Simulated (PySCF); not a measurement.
**Multinuclear NMR of C$_{7}$H$_{10}$OSi**

Atoms are numbered as in `[CH2:1]=[CH:2][O:3][C:4]1=[CH:5][C:6](=[CH2:7])[Si@H:8]1[CH3:9]`. Each H is labelled by its parent atom. Ha(C7) is cis to C5; Ha(C1) is cis to O3; Hb(C7) is trans to C5; Hb(C1) is trans to O3.

Theory: coordinates at the GFN2-xTB level, GIAO PBE0/pcSseg-1 shieldings, in PySCF (no relativistic terms, averaged over atoms made equivalent by symmetry, fast rotation or ring inversion, isolated molecule, a single conformation).

(1) What are the 29Si shifts?

(2) Where does 17O resonate?

Results:

(1) 
```tsv
atoms	environment	σ (ppm)	δ (ppm)
Si8	silicon bonded to 3 C, H, in a 4-membered ring	360.4	-16.2
```

Shieldings were converted by a linear fit to measured shifts: 29Si (scatter 8.9 ppm rms, 25.8 ppm with the 6 outliers that the fit left out vs TMS, solution or neat liquid). A few per cent of atoms miss by over 2 rms, more outside the fitted compound classes.

On a 400 MHz spectrometer 29Si resonates near 79.5 MHz, so 1 ppm is 79.5 Hz.

(2) 
| atoms | environment | σ (ppm) | δ (ppm) |
| --- | --- | --- | --- |
| O3 | ether oxygen | 125.5 | 152.4 |

Shieldings were converted by a linear fit to measured shifts: 17O: δ = 266.70 − 0.911σ (rms 10.7 ppm, 155 shifts, 12.2 ppm with the 3 outliers that the fit left out vs liquid water, solution or neat liquid). A few per cent of atoms miss by over 2 rms, more outside the fitted compound classes.

On a 500 MHz spectrometer 17O resonates near 67.8 MHz, so 1 ppm is 67.8 Hz.
